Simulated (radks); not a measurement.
All-electron atom: Si IV in [Ne] 3s1 (the NIST ground configuration).

Method: Dirac Kohn-Sham, BLYP, spin-unpolarised, spherical densities, finite nucleus; Fermi nuclear charge, rms radius 3.1224 fm; computed with a radial shooting solver on a logarithmic mesh with Libxc functionals.

Energy parts (hartree):
| part | energy |
|---|---|
| total | -287.88734 |
| kinetic | 288.78809 |
| electron-nucleus | -672.68930 |
| Hartree | 115.99187 |
| exchange-correlation | -19.97800 |

Orbitals (lengths in bohr, moments of r in powers of bohr; <r^-3> diverges for s and p1/2):
[
 {"orbital": "1s1/2", "occ.": "2", "eigenvalue (hartree)": "-67.06018", "<1/r>": "13.64", "<r>": "0.1113", "<r^-3>": "-"},
 {"orbital": "2s1/2", "occ.": "2", "eigenvalue (hartree)": "-6.45670", "<1/r>": "2.589", "<r>": "0.5664", "<r^-3>": "-"},
 {"orbital": "2p1/2", "occ.": "2", "eigenvalue (hartree)": "-4.86832", "<1/r>": "2.482", "<r>": "0.5327", "<r^-3>": "-"},
 {"orbital": "2p3/2", "occ.": "4", "eigenvalue (hartree)": "-4.84420", "<1/r>": "2.469", "<r>": "0.5349", "<r^-3>": "48.53"},
 {"orbital": "3s1/2", "occ.": "1", "eigenvalue (hartree)": "-1.45634", "<1/r>": "0.7479", "<r>": "1.843", "<r^-3>": "-"}
]

The highest occupied level is 3s1/2 at -39.629 eV. Summed over all electrons, <r^2> = 6.837 bohr^2, which gives a Langevin (diamagnetic) susceptibility term of -5.42 x 10^-6 cm^3/mol.
